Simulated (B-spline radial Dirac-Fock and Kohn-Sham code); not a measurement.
# Run log: Ba⁴⁺

ΔSCF core binding energies without Breit or QED terms, calculated with a radial B-spline solver. Keys: rel is the Hamiltonian (dirac, or spin-free x2c and nr, where L3 and M5 stand for the whole 2p and 3d shells), method is hf or an exchange,correlation pair (spin-unpolarised, also for the hole states), nuc the nuclear model, radius_factor scales its radius, rmax is the box in bohr, h the logarithmic mesh step, order the B-spline order, points the quadrature points per cell, c_factor scales the speed of light, and damp, ndamp, maxit and tol steer the iteration. The run stops when the commutator error falls below 10·tol·max(1, Z/10), or the numerical noise floor, and the energy has settled to about 1e-8 Ha; the virial ratio is −V/T.

Input (task.json):

```json
{"items": [{"Z": 56, "q": 4, "cfg": [[1, 0, 2], [2, 0, 2], [2, 1, 6], [3, 0, 2], [3, 1, 6], [3, 2, 10], [4, 0, 2], [4, 1, 6], [4, 2, 10], [5, 0, 2], [5, 1, 4]], "A": 138, "rrms": 4.8378, "do": "settings", "holes": ["K", "L3", "M5"],
  "settings": [{"rel": "dirac", "method": "hf", "nuc": "fermi", "radius_factor": 1.0, "rmax": 45.0, "h": 0.3, "order": 8, "points": 10, "c_factor": 1.0, "maxit": 60, "damp": 0.5, "ndamp": 3, "tol": 1e-08, "cfg": "1s2 2s2 2p6 3s2 3p6 3d10 4s2 4p6 4d10 5s2 5p7"}]}]}
```

Command: `python xray2_run.py task.json out`

The program stops without a result: overfilled shell.

**Question.** One setting is unsound. Which, and why?

**Answer.** cfg puts more electrons in a shell than it can hold. With the default settings (Dirac Hartree-Fock): The ground state converged in 10 iterations, with total energy -8132.11067 Ha, virial ratio 1.93680 and highest orbital energy -58.69 eV. ΔSCF binding energies: K (1s) 37629.1 eV, L3 (2p3/2) 5309.0 eV, M5 (3d5/2) 832.2 eV.
